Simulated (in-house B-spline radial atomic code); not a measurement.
Configurations of K, with energies counted from [Ar] 4s1. All numbers are computed (non-relativistic LC-wPBE, spin-polarised, spherical fractional occupations; point nucleus) with a B-spline radial code for spherical atoms, not measured. Caution: exact exchange at fractional occupations of open shells leaves self-interaction of up to several eV. Shells without spins written out take the highest spin.

Occupations are held fixed; configurations that lie above the ionisation limit could autoionise.

| configuration | E - E(ref) (eV) | highest orbital | its <r> (bohr) |
| --- | --- | --- | --- |
| [Ar] 3d1 | 3.3131 | 3d up | 13.81 |
| [Ar] 5d1 | 3.8384 | 5d up | 39.46 |
| [Ne] 3s2 3p5 4s1 4p1 | 25.178 | 4p up | 5.623 |
| [Ne] 3s2 3p5 4s1 4d1 | 27.263 | 4d up | 15.74 |
| [Ne] 3s1 3p6 4s1 5p1 | 41.234 | 5p up | 15.17 |
| [Ne] 3s1 3p6 4s1 4d1 | 41.481 | 4d up | 15.61 |
| [He] 2s2 2p5 3s2 3p6 4s1 5p1 | 303.15 | 5p up | 14.96 |

(1) Order these further configurations by energy, lowest first.
A. [Ne] 3s2 3p(3 up, 2 down) 4s(1 up, 0 down) 5f(0 up, 1 down)
B. [Ar] 4d(1 up, 0 down)
C. [Ne] 3s1 3p6 4s1 4f1
D. [Ne] 3s1 3p6 4s1 5d1
E. [Ne] 3s2 3p5 4s1 5d1

(2) How far above the reference does [He] 2s2 2p(2 up, 3 down) 3s2 3p6 4s(0 up, 1 down) 5p(1 up, 0 down) lie?

(3) How far above the reference does [Ar] 4f(1 up, 0 down) lie?

## Answers

(1) B (3.652 eV), E (27.583 eV), A (27.765 eV), D (41.803 eV), C (41.844 eV).

(2) 303.21 eV; its least bound orbital is 5p up with <r> = 15.74 bohr.

(3) 3.7582 eV; its least bound orbital is 4f up with <r> = 26.1 bohr.
